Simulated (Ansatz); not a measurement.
System: C2H3NS, charge 0, singlet. C2H3NS (2H-1,3-thiazete, SMILES C1=NCS1).
B3LYP-D3(BJ)/def2-TZVP minimum from Ansatz (a first-principles code):
```
C
H 1 1.0882
H 1 1.0882 2 111.62
N 1 1.4608 2 113.59 3 -130.00
C 4 1.2794 1 96.03 2 -115.50
H 5 1.0849 4 127.52 1 -180.00
S 5 1.7644 6 128.52 4 180.00
```

Total energies in hartree (Ansatz). UHF or UKS for unpaired electrons; spin-orbit terms are left out. Cores are frozen in correlated methods. No relativity. For partners of very few electrons the exact lower level stands in for a higher one.

| species | HF/cc-pV(T+d)Z | CCSD(T)/cc-pV(T+d)Z | HF/cc-pV(Q+d)Z | CCSD(T)/cc-pV(Q+d)Z | CCSD(T)/cc-pV(D+d)Z | CCSDT(Q)/cc-pV(D+d)Z |
|---|---|---|---|---|---|---|
| 1: C2H3NS (SMILES C1=NCS1) | -529.46932 | -530.22738 | -529.48192 | -530.28447 | -530.03652 | -530.03924 |
| 2: C (triplet) | -37.69157 | -37.78076 | -37.69331 | -37.78654 | -37.76038 | -37.76071 |
| 3: N (quartet) | -54.40069 | -54.51471 | -54.40372 | -54.52482 | -54.47850 | -54.47866 |
| 4: S (triplet) | -397.50938 | -397.65444 | -397.51264 | -397.66785 | -397.60412 | -397.60456 |
| 5: H (doublet) | -0.49981 | -0.49981 | -0.49995 | -0.49995 | -0.49928 | -0.49928 |

Question: Work out the atomisation energy (electronic, to ground-state atoms) in kJ/mol: take Hartree-Fock from cc-pV(Q+d)Z, extrapolate the CCSD(T) correlation energy as X^-3 (X = 3, 4), and add CCSDT(Q) - CCSD(T) in cc-pV(D+d)Z. 1 hartree = 2625.5 kJ/mol.

Answer: 
Species 1: correlation (64·(-0.80255) - 27·(-0.75806))/37 = -0.83502; step -0.00272; E1 = -529.48192 + (-0.83502) + (-0.00272) = -530.31966
Species 2: correlation (64·(-0.09323) - 27·(-0.08919))/37 = -0.09618; step -0.00033; E2 = -37.69331 + (-0.09618) + (-0.00033) = -37.78982
Species 3: correlation (64·(-0.12110) - 27·(-0.11402))/37 = -0.12627; step -0.00016; E3 = -54.40372 + (-0.12627) + (-0.00016) = -54.53015
Species 4: correlation (64·(-0.15521) - 27·(-0.14506))/37 = -0.16262; step -0.00044; E4 = -397.51264 + (-0.16262) + (-0.00044) = -397.67570
Species 5: correlation (64·(0.00000) - 27·(0.00000))/37 = 0.00000; step +0.00000; E5 = -0.49995 + (0.00000) + (+0.00000) = -0.49995
-1·E1 +2·E2 +1·E3 +1·E4 +3·E5 = 1.03432 hartree = 2715.6 kJ/mol.
